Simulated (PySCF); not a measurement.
Structure problem from calculated spectra and properties.

Formula: C3H5FO2Si2.

| Item | Value |
| --- | --- |
| 1H NMR | chemical shifts (computed TMS as zero) by class: 8.11 (1 H), 5.51 (2 H), 5.28 (2 H) ppm [GIAO PBE0/pcSseg-1] |
| Rotational structure | rotational constants A, B, C: 2.720, 0.970, 0.728 GHz [GFN2-xTB] |
| UV, strongest line | among the 8 lowest singlet transitions: S3 at 6.08 eV (204 nm, f = 0.230) [TDDFT PBE0/def2-SVPD] |
| NMR, other nuclei | isotropic shieldings of nuclei other than C and H, by class: -123 (1 O), 154 (1 O), 404 (1 F), 358 (1 Si), 361 (1 Si) ppm [GIAO PBE0/pcSseg-1] |
| 13C NMR | chemical shifts (computed TMS as zero) by class: 176.0 (1 C), 169.2 (1 C), 162.1 (1 C) ppm [GIAO PBE0/pcSseg-1] |
| Polarisability | 87.3 au [PBE0/def2-SVPD] |
| Dipole | 3.54 D [PBE0/def2-SVPD] |
| UV, first state | lowest singlet excitation: 4.46 eV (278 nm, f = 0.000) [TDDFT PBE0/def2-SVPD] |

Gas-phase values; electronic properties from PySCF, density fitting. Levels stand in brackets. Geometry: GFN2-xTB, one conformer, isolated molecule. NMR classes are plain means over equivalent atoms (diastereotopic ones count apart unless rotation or inversion swaps them), as if these changed places fast.

Problem. Propose a structure and show how it fits.

Solution. Numbering: `[O:1]=[C:2]1[O:3][SiH2:4][CH:5]=[C:6]1[SiH2:7][F:8]`. Its formula, C3H5FO2Si2, gives 3 degrees of unsaturation: 1 ring and 2 π bonds in the structure found. 3 carbons fall into 3 classes; from least to most shielded: carbonyl carbon [C2] (176.0 ppm), alkene CH carbon [C5] (169.2 ppm), fully substituted alkene carbon [C6] (162.1 ppm). Hydrogen classes from least to most shielded: 1 H on an alkene CH carbon, C5 (8.11 ppm), 2 H on a fluorine-bound silicon, Si7 (5.51 ppm), 2 H on an oxygen-bound silicon, Si4 (5.28 ppm). The other shieldings belong to: -123 ppm, carbonyl oxygen [O1]; 154 ppm, oxygen singly bound to a carbonyl carbon [O3]; 404 ppm, silicon-bound fluorine [F8]; 358 ppm, fluorine-bound silicon [Si7]; 361 ppm, oxygen-bound silicon [Si4]. S1 is mainly HOMO→LUMO (weight 0.97); the largest Löwdin shares of the orbital it empties are 0.62 on the carbonyl oxygen, 0.11 on the carbonyl carbon, 0.09 on the fully substituted alkene carbon and 0.08 on the oxygen singly bound to a carbonyl carbon, of the orbital it fills 0.32 on the alkene CH carbon, 0.23 on the fully substituted alkene carbon, 0.12 on the carbonyl oxygen and 0.11 on the carbonyl carbon. The optimised geometry has point group Cs and is an asymmetric top. Structure: `O=C1O[SiH2]C=C1[SiH2]F`. The assignments are read from this structure; whether some other isomer fits the data as well wasn't checked.

The values belong to the conformer `[O:1]=[C:2]1[O:3][SiH2:4][CH:5]=[C:6]1[SiH2:7][F:8]`: C5–C6–Si7–F8 0°.
